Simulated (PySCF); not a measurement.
C3H8FNSi. Atoms are numbered in the order given.

```xyz
14

C      2.6255    -0.1654     0.5625
C      1.5088    -0.8718     0.3467
Si     0.0131    -0.1052    -0.4471
F      0.4342     1.4574    -0.7240
N     -1.3375    -0.2835     0.5868
C     -2.7271    -0.1118     0.2008
H      2.6930     0.8889     0.2701
H      3.5130    -0.6029     1.0361
H      1.4843    -1.9262     0.6533
H     -0.3574    -0.6494    -1.7787
H     -1.1771    -0.2556     1.5885
H     -3.3742    -0.8716     0.6717
H     -3.1302     0.8855     0.4562
H     -2.8239    -0.2348    -0.8897
```

The structure is a stationary point at ωB97X-D3(BJ)/def2-SVP. The structure was generated by enumeration; whether it is a known compound was not checked. Other conformers were not sampled.

These are ωB97X-D3(BJ)/def2-SVP in PySCF values and carry that method's errors.

Frequencies are harmonic and unscaled.

```json
[
 {"mode": "1", "ν (cm⁻¹)": "74", "IR (km/mol)": "0.4", "moving atoms (share of kinetic energy)": "C 51 %, H 31 %, Si 9 %"},
 {"mode": "2", "ν (cm⁻¹)": "92", "IR (km/mol)": "1.5", "moving atoms (share of kinetic energy)": "C 40 %, H 27 %, N 13 %, F 13 %"},
 {"mode": "3", "ν (cm⁻¹)": "137", "IR (km/mol)": "1.5", "moving atoms (share of kinetic energy)": "H 92 %"},
 {"mode": "4", "ν (cm⁻¹)": "172", "IR (km/mol)": "0.9", "moving atoms (share of kinetic energy)": "H 32 %, C 29 %, F 20 %, N 11 %, Si 8 %"},
 {"mode": "5", "ν (cm⁻¹)": "195", "IR (km/mol)": "3.0", "moving atoms (share of kinetic energy)": "F 33 %, H 27 %, C 26 %"},
 {"mode": "6", "ν (cm⁻¹)": "311", "IR (km/mol)": "0.9", "moving atoms (share of kinetic energy)": "C 47 %, H 29 %, N 22 %"},
 {"mode": "7", "ν (cm⁻¹)": "322", "IR (km/mol)": "14.3", "moving atoms (share of kinetic energy)": "F 30 %, N 26 %, Si 21 %, H 19 %"},
 {"mode": "8", "ν (cm⁻¹)": "412", "IR (km/mol)": "23.3", "moving atoms (share of kinetic energy)": "H 38 %, C 28 %, Si 20 %, F 8 %"},
 {"mode": "9", "ν (cm⁻¹)": "488", "IR (km/mol)": "92.9", "moving atoms (share of kinetic energy)": "H 75 %, N 14 %"},
 {"mode": "10", "ν (cm⁻¹)": "542", "IR (km/mol)": "34.2", "moving atoms (share of kinetic energy)": "H 49 %, C 38 %"},
 {"mode": "11", "ν (cm⁻¹)": "695", "IR (km/mol)": "27.6", "moving atoms (share of kinetic energy)": "C 41 %, H 31 %, Si 22 %"},
 {"mode": "12", "ν (cm⁻¹)": "791", "IR (km/mol)": "37.6", "moving atoms (share of kinetic energy)": "H 32 %, N 26 %, Si 18 %, F 18 %"},
 {"mode": "13", "ν (cm⁻¹)": "845", "IR (km/mol)": "262.7", "moving atoms (share of kinetic energy)": "H 59 %, Si 30 %, C 9 %"},
 {"mode": "14", "ν (cm⁻¹)": "868", "IR (km/mol)": "29.7", "moving atoms (share of kinetic energy)": "H 45 %, F 28 %, Si 18 %"},
 {"mode": "15", "ν (cm⁻¹)": "921", "IR (km/mol)": "158.5", "moving atoms (share of kinetic energy)": "H 59 %, Si 27 %, F 11 %"},
 {"mode": "16", "ν (cm⁻¹)": "1017", "IR (km/mol)": "26.6", "moving atoms (share of kinetic energy)": "H 81 %, C 14 %"},
 {"mode": "17", "ν (cm⁻¹)": "1032", "IR (km/mol)": "27.4", "moving atoms (share of kinetic energy)": "H 74 %, C 26 %"},
 {"mode": "18", "ν (cm⁻¹)": "1055", "IR (km/mol)": "13.1", "moving atoms (share of kinetic energy)": "H 91 %, C 9 %"},
 {"mode": "19", "ν (cm⁻¹)": "1105", "IR (km/mol)": "23.2", "moving atoms (share of kinetic energy)": "H 82 %, C 11 %"},
 {"mode": "20", "ν (cm⁻¹)": "1151", "IR (km/mol)": "0.9", "moving atoms (share of kinetic energy)": "H 76 %, C 19 %"},
 {"mode": "21", "ν (cm⁻¹)": "1181", "IR (km/mol)": "135.1", "moving atoms (share of kinetic energy)": "N 41 %, C 33 %, H 24 %"},
 {"mode": "22", "ν (cm⁻¹)": "1287", "IR (km/mol)": "2.9", "moving atoms (share of kinetic energy)": "H 71 %, C 29 %"},
 {"mode": "23", "ν (cm⁻¹)": "1420", "IR (km/mol)": "100.9", "moving atoms (share of kinetic energy)": "H 63 %, N 26 %, C 10 %"},
 {"mode": "24", "ν (cm⁻¹)": "1428", "IR (km/mol)": "29.9", "moving atoms (share of kinetic energy)": "H 84 %, C 15 %"},
 {"mode": "25", "ν (cm⁻¹)": "1465", "IR (km/mol)": "21.9", "moving atoms (share of kinetic energy)": "H 84 %, C 16 %"},
 {"mode": "26", "ν (cm⁻¹)": "1478", "IR (km/mol)": "5.9", "moving atoms (share of kinetic energy)": "H 96 %"},
 {"mode": "27", "ν (cm⁻¹)": "1511", "IR (km/mol)": "9.9", "moving atoms (share of kinetic energy)": "H 95 %"},
 {"mode": "28", "ν (cm⁻¹)": "1709", "IR (km/mol)": "16.5", "moving atoms (share of kinetic energy)": "C 86 %, H 13 %"},
 {"mode": "29", "ν (cm⁻¹)": "2287", "IR (km/mol)": "141.4", "moving atoms (share of kinetic energy)": "H 97 %"},
 {"mode": "30", "ν (cm⁻¹)": "3036", "IR (km/mol)": "77.3", "moving atoms (share of kinetic energy)": "H 97 %"},
 {"mode": "31", "ν (cm⁻¹)": "3111", "IR (km/mol)": "35.5", "moving atoms (share of kinetic energy)": "H 90 %, C 10 %"},
 {"mode": "32", "ν (cm⁻¹)": "3149", "IR (km/mol)": "19.8", "moving atoms (share of kinetic energy)": "H 91 %, C 9 %"},
 {"mode": "33", "ν (cm⁻¹)": "3151", "IR (km/mol)": "12.2", "moving atoms (share of kinetic energy)": "H 95 %"},
 {"mode": "34", "ν (cm⁻¹)": "3177", "IR (km/mol)": "3.6", "moving atoms (share of kinetic energy)": "H 91 %, C 9 %"},
 {"mode": "35", "ν (cm⁻¹)": "3251", "IR (km/mol)": "4.0", "moving atoms (share of kinetic energy)": "H 89 %, C 11 %"},
 {"mode": "36", "ν (cm⁻¹)": "3645", "IR (km/mol)": "26.2", "moving atoms (share of kinetic energy)": "H 93 %"}
]
```
